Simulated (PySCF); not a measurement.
CH₄CdO. Atoms are numbered in the order given.

```xyz
7

Cd     0.0039    -0.0180     0.0185
C     -0.2064     1.6444    -1.2236
H     -1.1008     2.2048    -0.9507
H     -0.2933     1.3218    -2.2617
H      0.6635     2.2947    -1.1274
O      0.1629    -1.6631     1.1000
H      0.4778    -1.5186     1.9942
```

Coordinates come from a PBE0-D3(BJ)/def2-TZVP optimisation. The def2 effective core potentials stand for the cores of Cd; spin–orbit coupling is left out. One conformer was computed; it need not be the lowest.

These are M06-2X/def2-TZVPD in PySCF values and carry that method's errors.

Mulliken values depend strongly on the basis, most of all with diffuse functions as here. ESP charges are fitted to the potential on shells at 1.4 to 2.0 van der Waals radii. Atomic charges (e):

```
atom  Mulliken  ESP fit
----  --------  -------
Cd1       1.00     0.80
C2       -1.07    -0.89
H3        0.23     0.19
H4        0.22     0.21
H5        0.23     0.18
O6       -0.93    -0.81
H7        0.32     0.32
```
